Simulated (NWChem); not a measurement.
Species: iodoethane (C$_{2}$H$_{5}$I); SMILES CCI

Results from NWChem. The geometry was optimised at PBE-D3(BJ)/def2-SVP. def2 effective core potentials on I; no spin-orbit coupling.

For level PBE/def2-SVP (core potentials):

- highest occupied level (eV): -5.92
- orbital gap (eV): 4.26

Problem. How do the values read with level PBE/STO-3G (all-electron, non-relativistic) instead?

Solution. The highest occupied level (eV) is -3.50. The orbital gap (eV) is 5.36.
